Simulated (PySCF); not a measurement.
PySCF input (M06-2X/def2-TZVPD):

```python
from pyscf import gto, scf, dft

mol = gto.M(
    atom='''
    Si   -0.55689233   -0.00824704    0.17837413
    Br   -0.01508499   -0.50062459   -1.84893605
    Br    1.10781068    0.18851563    1.54119918
    O    -1.25614091    1.67691823    0.11991830
    O    -1.91422143   -0.63696927    0.75050582
    H    -0.72545747    2.48279776    0.23886607
    H    -2.17821221   -1.56047998    0.67301248
    H    -2.18233778    1.79736266    0.39828084
    ''',
    basis='def2-tzvpd',
    charge=1,
    spin=0,
    verbose=4,
)

mf = dft.RKS(mol, xc='m062x').density_fit(auxbasis='def2-universal-jkfit')
mf.grids.level = 4
mf.conv_tol = 1e-9
mf.max_cycle = 100
mf.max_memory = 1500
mf.kernel()
if not mf.converged:
    mf = mf.newton()
    mf.kernel(mf.make_rdm1())
mf.analyze()
```

Output:

```
PySCF version 2.14.0

[INPUT] verbose = 4
[INPUT] num. atoms = 8
[INPUT] num. electrons = 102
[INPUT] charge = 1
[INPUT] spin (= nelec alpha-beta = 2S) = 0
[INPUT] symmetry False subgroup None
[INPUT] Mole.unit = angstrom
[INPUT] Symbol           X                Y                Z      unit          X                Y                Z       unit  Magmom
[INPUT]  1 Si    -0.556892330000  -0.008247040000   0.178374130000 AA   -1.052373984571  -0.015584646938   0.337078253408 Bohr   0.0
[INPUT]  2 Br    -0.015084990000  -0.500624590000  -1.848936050000 AA   -0.028506499692  -0.946043366323  -3.493982756335 Bohr   0.0
[INPUT]  3 Br     1.107810680000   0.188515630000   1.541199180000 AA    2.093458783068   0.356242910900   2.912444353604 Bohr   0.0
[INPUT]  4 O     -1.256140910000   1.676918230000   0.119918300000 AA   -2.373762293762   3.168916187990   0.226612744323 Bohr   0.0
[INPUT]  5 O     -1.914221430000  -0.636969270000   0.750505820000 AA   -3.617354244473  -1.203697470064   1.418250454692 Bohr   0.0
[INPUT]  6 H     -0.725457470000   2.482797760000   0.238866070000 AA   -1.370915933320   4.691807789084   0.451391452751 Bohr   0.0
[INPUT]  7 H     -2.178212210000  -1.560479980000   0.673012480000 AA   -4.116224518084  -2.948879785067   1.271809265614 Bohr   0.0
[INPUT]  8 H     -2.182337780000   1.797362660000   0.398280840000 AA   -4.124020715491   3.396523173920   0.752641708262 Bohr   0.0

nuclear repulsion = 744.897876827268
number of shells = 96
number of NR pGTOs = 436
number of NR cGTOs = 264
basis = def2-tzvpd
ecp = {}

******** <class 'pyscf.df.df_jk.DFRKS'> ********
method = DFRKS
initial guess = minao
damping factor = 0
level_shift factor = 0
DIIS = <class 'pyscf.scf.diis.CDIIS'>
diis_start_cycle = 1
diis_space = 8
diis_damp = 0
SCF conv_tol = 1e-09
SCF conv_tol_grad = None
SCF max_cycles = 100
direct_scf = False
XC library pyscf.dft.libxc version 7.1.2
    S. Lehtola, C. Steigemann, M. J. T. Oliveira, and M. A. L. Marques,  SoftwareX 7, 1–5 (2018)
XC functionals = m062x
    Y. Zhao and D. G. Truhlar,  Theor. Chem. Acc. 120, 215 (2008)
    Y. Zhao and D. G. Truhlar,  Theor. Chem. Acc. 120, 215 (2008)
radial grids:
    Treutler-Ahlrichs [JCP 102, 346 (1995); DOI:10.1063/1.469408] (M4) radial grids

becke partition: Becke, JCP 88, 2547 (1988); DOI:10.1063/1.454033
pruning grids: <function nwchem_prune>
grids dens level: 4
symmetrized grids: False
atomic radii adjust function: <function treutler_atomic_radii_adjust>
small_rho_cutoff = 0
Set gradient conv threshold to 3.16228e-05
Initial guess from minao.
tot grids = 192936
******** <class 'pyscf.df.df.DF'> ********
auxbasis = def2-universal-jkfit
init E= -5588.90097753121
  HOMO = -0.357045701730423  LUMO = -0.0623459112003889  gap/eV = 8.01919
[...]
cycle= 10 E= -5590.03945389472  delta_E= -9.71e-10  |g|= 8.99e-06  |ddm|= 6.16e-05
  HOMO = -0.529128231253297  LUMO = -0.187864824056266  gap/eV = 9.28625
Extra cycle  E= -5590.03945389471  delta_E= 9.09e-12  |g|= 8.39e-06  |ddm|= 1.75e-05
converged SCF energy = -5590.03945389471
**** SCF Summaries ****
Total Energy =                       -5590.039453894711187
Nuclear Repulsion Energy =             744.897876827267737
One-electron Energy =                -9242.695502795064385
Two-electron Energy =                 2907.758172073084552
Two-electron Coulomb Energy =         3129.633542903767193
DFT Exchange-Correlation Energy =     -221.875370830682584
HOMO-LUMO gap [eV] =                     9.286250307738866
**** MO energy ****
MO #1   energy= -485.56109164831   occ= 2
MO #2   energy= -485.559621204215  occ= 2
MO #3   energy= -67.3258530212444  occ= 2
MO #4   energy= -63.5457435236276  occ= 2
MO #5   energy= -63.5442601373201  occ= 2
MO #6   energy= -57.3646856498344  occ= 2
MO #7   energy= -57.3632141835947  occ= 2
MO #8   energy= -57.3631706515279  occ= 2
MO #9   energy= -57.3629827208191  occ= 2
MO #10  energy= -57.3616699664694  occ= 2
MO #11  energy= -57.3615033931714  occ= 2
MO #12  energy= -19.9544602703031  occ= 2
MO #13  energy= -19.8417775232536  occ= 2
MO #14  energy= -9.21156590034086  occ= 2
MO #15  energy= -9.21008676010697  occ= 2
MO #16  energy= -7.03384544994538  occ= 2
MO #17  energy= -7.03241239205377  occ= 2
MO #18  energy= -7.02795347758621  occ= 2
MO #19  energy= -7.02728426635446  occ= 2
MO #20  energy= -7.02640191215546  occ= 2
MO #21  energy= -7.02581773083076  occ= 2
MO #22  energy= -5.85190763136865  occ= 2
MO #23  energy= -4.16521811226806  occ= 2
MO #24  energy= -4.16287026105078  occ= 2
MO #25  energy= -4.16210786338633  occ= 2
MO #26  energy= -3.06769745328927  occ= 2
MO #27  energy= -3.06626592884492  occ= 2
MO #28  energy= -3.06561275713838  occ= 2
MO #29  energy= -3.06497729774883  occ= 2
MO #30  energy= -3.06410515587051  occ= 2
MO #31  energy= -3.0635542716726   occ= 2
MO #32  energy= -3.0595010956593   occ= 2
MO #33  energy= -3.05949041071058  occ= 2
MO #34  energy= -3.05797319564261  occ= 2
MO #35  energy= -3.05796031711402  occ= 2
MO #36  energy= -1.46539217402135  occ= 2
MO #37  energy= -1.3446328855432   occ= 2
MO #38  energy= -1.06933714137007  occ= 2
MO #39  energy= -1.04340302190574  occ= 2
MO #40  energy= -0.941094096301569 occ= 2
MO #41  energy= -0.90485468562449  occ= 2
MO #42  energy= -0.819416020335318 occ= 2
MO #43  energy= -0.743534110253122 occ= 2
MO #44  energy= -0.71360450255811  occ= 2
MO #45  energy= -0.664161938178418 occ= 2
MO #46  energy= -0.649160672531898 occ= 2
MO #47  energy= -0.596715788922324 occ= 2
MO #48  energy= -0.56253480114937  occ= 2
MO #49  energy= -0.559551641305622 occ= 2
MO #50  energy= -0.542064544803064 occ= 2
MO #51  energy= -0.529128231253297 occ= 2
MO #52  energy= -0.187864824056266 occ= 0
MO #53  energy= -0.160950662688427 occ= 0
MO #54  energy= -0.142216455342054 occ= 0
MO #55  energy= -0.121001321014018 occ= 0
MO #56  energy= -0.109724165303004 occ= 0
MO #57  energy= -0.0983196806219561 occ= 0
MO #58  energy= -0.0928166989776427 occ= 0
MO #59  energy= -0.0811132181474718 occ= 0
MO #60  energy= -0.0790484992419431 occ= 0
MO #61  energy= -0.0719196123366593 occ= 0
MO #62  energy= -0.0667639943651674 occ= 0
MO #63  energy= -0.0644523136293685 occ= 0
MO #64  energy= -0.0565143141631921 occ= 0
MO #65  energy= -0.0429269440823305 occ= 0
MO #66  energy= -0.0334969733865064 occ= 0
MO #67  energy= -0.0277569327652107 occ= 0
MO #68  energy= -0.0238214349561982 occ= 0
MO #69  energy= -0.0194763773706409 occ= 0
MO #70  energy= -0.0099622039349288 occ= 0
MO #71  energy= -0.00206256365909088 occ= 0
MO #72  energy= 0.00240321199820154 occ= 0
MO #73  energy= 0.019746013823104  occ= 0
MO #74  energy= 0.0298597380359003 occ= 0
MO #75  energy= 0.0386988621246001 occ= 0
MO #76  energy= 0.0473685322298288 occ= 0
MO #77  energy= 0.0485863613890277 occ= 0
MO #78  energy= 0.0581084909906081 occ= 0
MO #79  energy= 0.0657311070374071 occ= 0
MO #80  energy= 0.0695249696108245 occ= 0
MO #81  energy= 0.0708364155214364 occ= 0
MO #82  energy= 0.0823537802093272 occ= 0
MO #83  energy= 0.0853619639336802 occ= 0
MO #84  energy= 0.0924419550084087 occ= 0
MO #85  energy= 0.0945108757249972 occ= 0
MO #86  energy= 0.106823444576707  occ= 0
MO #87  energy= 0.116559441461719  occ= 0
MO #88  energy= 0.120406213744921  occ= 0
MO #89  energy= 0.122109122341836  occ= 0
MO #90  energy= 0.137674500103186  occ= 0
MO #91  energy= 0.14696327769895   occ= 0
MO #92  energy= 0.152805625265424  occ= 0
MO #93  energy= 0.163455092565676  occ= 0
MO #94  energy= 0.16589129498549   occ= 0
MO #95  energy= 0.174723228292421  occ= 0
MO #96  energy= 0.178888155394255  occ= 0
MO #97  energy= 0.188524803836756  occ= 0
MO #98  energy= 0.198732594861578  occ= 0
MO #99  energy= 0.206073396307308  occ= 0
MO #100 energy= 0.219437783513582  occ= 0
MO #101 energy= 0.226648262731741  occ= 0
MO #102 energy= 0.236313103538697  occ= 0
MO #103 energy= 0.246194659558931  occ= 0
MO #104 energy= 0.251728758223032  occ= 0
MO #105 energy= 0.266490082590768  occ= 0
MO #106 energy= 0.278468267556073  occ= 0
MO #107 energy= 0.303277693834929  occ= 0
[...]
```

It need not be the lowest isomer of its formula.
